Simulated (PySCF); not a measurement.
C₂H₇O₂, SMILES OCC[OH2+], charge +1.

The structure is a stationary point at PBE0-D3(BJ)/def2-SVP. The isomer is the one that the SMILES or the coordinates give; other isomers of the formula were not compared. Other conformers were not sampled.

The numbers are results of PBE0-D3(BJ)/def2-SVP (PySCF), not measurements.

No scaling factor is applied to the harmonic values.

```csv
mode,ν (cm⁻¹),IR (km/mol),Raman (Å⁴/amu),depolarisation,moving atoms (share of kinetic energy)
1,197,29.4,0.3,0.25,"H 52 %, C 26 %, O 22 %"
2,356,90.5,0.5,0.71,"H 62 %, O 32 %"
3,455,279.5,0.9,0.60,"H 50 %, O 46 %"
4,534,110.1,1.5,0.75,"H 82 %, O 16 %"
5,639,9.9,1.0,0.73,"H 47 %, C 28 %, O 25 %"
6,855,2.1,1.8,0.55,"H 50 %, O 26 %, C 23 %"
7,926,1.2,6.9,0.14,"C 48 %, H 40 %, O 12 %"
8,976,76.0,3.0,0.65,"C 48 %, H 39 %, O 13 %"
9,1015,187.8,2.2,0.44,"H 73 %, O 17 %, C 11 %"
10,1091,105.0,0.2,0.68,"H 53 %, C 29 %, O 18 %"
11,1096,31.4,4.8,0.46,"H 44 %, C 36 %, O 20 %"
12,1159,114.4,1.1,0.70,"H 75 %, C 17 %, O 8 %"
13,1251,117.3,4.8,0.74,H 87 %
14,1267,128.5,5.6,0.66,"H 85 %, C 11 %"
15,1283,77.8,9.1,0.71,"H 85 %, C 8 %"
16,1384,25.7,3.7,0.69,H 88 %
17,1441,4.8,2.2,0.39,"H 63 %, C 33 %"
18,1454,112.9,6.1,0.74,"H 85 %, C 13 %"
19,1493,45.7,4.4,0.71,H 92 %
20,1514,195.7,6.6,0.72,"H 88 %, C 10 %"
21,2325,660.7,14.1,0.11,H 94 %
22,3095,4.0,101.7,0.09,H 94 %
23,3127,1.4,74.4,0.12,H 94 %
24,3174,0.4,56.2,0.60,"H 90 %, C 10 %"
25,3223,3.2,44.1,0.65,"H 90 %, C 10 %"
26,3777,330.3,51.2,0.27,H 94 %
27,3845,218.1,72.7,0.25,H 94 %
```
